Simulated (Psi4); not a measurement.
F2O (SMILES FOF), singlet, geometry from GFN2-xTB. Base run: CCSD(T)/6-31G* run with Psi4.

The Psi4 input:
```
memory 2 GB

molecule {
0 1
F     0.01888970    1.09187156   -0.24723650
O    -0.02243225   -0.00276003    0.56897714
F     0.00105008   -1.08941820   -0.25852096
}

set {
  basis 6-31g*
}

energy('ccsd(t)')
print_variables()
```

The base run was repeated with changes; each row names its change, and settings that it needs were set with it.

| change | ΔE vs base (mEh) | MP2 correlation (Eh) | CC correlation without the perturbative part (Eh) | basis functions |
|---|---|---|---|---|
| base | 0.000 | -0.54280 | -0.55073 | 45 |
| method = dlpno-mp2 | 23.488 | -0.54307 | - | 45 |
| method = qcisd(t) | -0.719 | -0.54280 | - | 45 |
| freeze_core = on | [?] | [?] | [?] | 45 |
| method = cepa(1) | [?] | -0.54280 | - | 45 |
| method = ccsd | 15.362 | -0.54280 | -0.55073 | 45 |
| scf_type = pk; mp2_type = conv | 0.000 | -0.54280 | -0.55073 | 45 |
| method = mp4 | [?] | -0.54280 | - | 45 |
| method = scs-mp2 | 42.564 | -0.54280 | - | 45 |
| cc_type = df | -0.396 | -0.54320 | -0.55153 | 45 |

Task: What belongs in the gaps?

Result: 
- freeze_core = on, ΔE vs base (mEh): 5.840
- freeze_core = on, MP2 correlation (Eh): -0.53631
- freeze_core = on, CC correlation without the perturbative part (Eh): -0.54500
- method = cepa(1), ΔE vs base (mEh): 8.393
- method = mp4, ΔE vs base (mEh): -1.964
